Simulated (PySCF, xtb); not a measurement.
C2H7AlFN, SMILES [Al]([F])([CH2]C)[NH2]. Other conformers were not sampled.

Harmonic wavenumbers (cm⁻¹) from xtb with GFN2-xTB at its own minimum, in rising order: 35, 86, 156, 162, 235, 238, 258, 384, 497, 529, 593, 758, 839, 915, 980, 1049, 1212, 1219, 1410, 1458, 1475, 1500, 1505, 2887, 2911, 2990, 3019, 3028, 3416, 3461.

Problem. What does PBE-D3(BJ)/def2-SVP (PySCF) give at its own minimum? (Estimate from the structure and the level; the computed values follow.)

Solution. 47, 98, 159, 208, 255, 271, 364, 389, 552, 591, 617, 794, 877, 900, 934, 1016, 1174, 1199, 1345, 1377, 1424, 1432, 1472, 2955, 2961, 3004, 3031, 3042, 3506, 3597. Paired by order, the mean absolute difference is 43 cm⁻¹ and the zero-point energies are 56.0 and 56.6 kcal/mol.
